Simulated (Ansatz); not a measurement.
One change: `CO[SiH2]C` becomes `C[SiH2]O[SiH2]F`.

Ansatz, PBE0-D4/def2-TZVP geometries, multiplicity 1. Each molecule was computed in one conformer, which needn't be the lowest.

```csv
property,`CO[SiH2]C`
LUMO energy (ωB97M-V/def2-TZVPP) / eV,2.46
HOMO energy (ωB97M-V/def2-TZVPP) / eV,-10.31
"ideal-gas entropy at 298 K and 1 bar (rigid rotor, harmonic PBE0-D4/def2-TZVP) / J/(mol·K)",336
HOMO–LUMO gap (PBE0/def2-TZVPP) / eV,8.82
HOMO energy (B3LYP/def2-TZVPP) / eV,-7.73
HOMO–LUMO gap (ωB97M-V/def2-TZVPP) / eV,12.77
```

What does the change do to each property? (Estimate.)

Computed: 
```
                                                                                  property  `C[SiH2]O[SiH2]F`  shift
                                                     LUMO energy (ωB97M-V/def2-TZVPP) / eV               2.08  -0.38
                                                     HOMO energy (ωB97M-V/def2-TZVPP) / eV             -11.05  -0.74
ideal-gas entropy at 298 K and 1 bar (rigid rotor, harmonic PBE0-D4/def2-TZVP) / J/(mol·K)                387     51
                                                      HOMO–LUMO gap (PBE0/def2-TZVPP) / eV               9.17   0.35
                                                       HOMO energy (B3LYP/def2-TZVPP) / eV              -8.57  -0.84
                                                   HOMO–LUMO gap (ωB97M-V/def2-TZVPP) / eV              13.13   0.36
```

With PBE0 the HOMO falls by 0.81 eV and the LUMO falls by 0.47 eV, so the gap widens by about 0.34 eV. PBE moves the HOMO by -0.90 eV and ωB97M-V by -0.74 eV. Modes under 60 cm⁻¹, often nearly free rotors, make the harmonic entropy too high.

B3LYP here is the variant with VWN-RPA as its local correlation; programs differ in this.
